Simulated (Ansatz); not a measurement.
**Relaxing a trial structure of C5H5BBrP**

The starting geometry of this gas-phase singlet was optimised with GFN2-xTB; its bonds are those of `BC1=CC(Br)=PC=C1`.

```yaml
atoms:
  - { symbol: C, position_ang: [-0.6384, 1.4795, -0.7344] }
  - { symbol: C, position_ang: [0.1856, 0.3479, -0.6249] }
  - { symbol: C, position_ang: [1.4330, 0.2148, -1.1884] }
  - { symbol: C, position_ang: [1.0258, 2.6470, -2.1074] }
  - { symbol: C, position_ang: [-0.1903, 2.5866, -1.4711] }
  - { symbol: B, position_ang: [-2.0245, 1.5160, -0.0504] }
  - { symbol: Br, position_ang: [1.4585, 4.2500, -3.0798] }
  - { symbol: P, position_ang: [2.2524, 1.4054, -2.1498] }
  - { symbol: H, position_ang: [-2.3976, 0.5899, 0.5564] }
  - { symbol: H, position_ang: [-2.6975, 2.4660, -0.1433] }
  - { symbol: H, position_ang: [-0.1955, -0.4838, -0.0467] }
  - { symbol: H, position_ang: [1.9745, -0.7101, -1.0300] }
  - { symbol: H, position_ang: [-0.8458, 3.4449, -1.5390] }
```

**Question.** Predict what becomes of its bonds when it is optimised with PBE-D3(BJ)/def2-SVP.

**Answer.** It keeps its bonds, and is `BC1=CC(Br)=PC=C1`.

The energy falls by 0.13 eV over 6 steps:

```json
{"step": "1", "E − E(last) (eV)": "0.134"}
{"step": "2", "E − E(last) (eV)": "0.013"}
{"step": "3", "E − E(last) (eV)": "0.002"}
{"step": "4", "E − E(last) (eV)": "0.000"}
{"step": "5", "E − E(last) (eV)": "0.000"}
{"step": "6", "E − E(last) (eV)": "0.000"}
```

Final geometry (Å):

```json
{"atom": "C", "x (Å)": "-0.6372", "y (Å)": "1.4787", "z (Å)": "-0.7328"}
{"atom": "C", "x (Å)": "0.1854", "y (Å)": "0.3266", "z (Å)": "-0.6128"}
{"atom": "C", "x (Å)": "1.4503", "y (Å)": "0.1975", "z (Å)": "-1.1894"}
{"atom": "C", "x (Å)": "1.0402", "y (Å)": "2.6733", "z (Å)": "-2.1309"}
{"atom": "C", "x (Å)": "-0.1932", "y (Å)": "2.6049", "z (Å)": "-1.4783"}
{"atom": "B", "x (Å)": "-2.0253", "y (Å)": "1.5169", "z (Å)": "-0.0517"}
{"atom": "Br", "x (Å)": "1.4674", "y (Å)": "4.2725", "z (Å)": "-3.0874"}
{"atom": "P", "x (Å)": "2.2688", "y (Å)": "1.4055", "z (Å)": "-2.1615"}
{"atom": "H", "x (Å)": "-2.4151", "y (Å)": "0.5575", "z (Å)": "0.5879"}
{"atom": "H", "x (Å)": "-2.7299", "y (Å)": "2.5039", "z (Å)": "-0.1531"}
{"atom": "H", "x (Å)": "-0.2117", "y (Å)": "-0.5163", "z (Å)": "-0.0222"}
{"atom": "H", "x (Å)": "2.0075", "y (Å)": "-0.7428", "z (Å)": "-1.0339"}
{"atom": "H", "x (Å)": "-0.8669", "y (Å)": "3.4757", "z (Å)": "-1.5428"}
```

No frequencies were run, so the end isn't proven a minimum. Run with Ansatz 0.2.0, 12 s on 2 threads of Intel(R) Xeon(R) 6975P-C (Granite Rapids) (shared host).
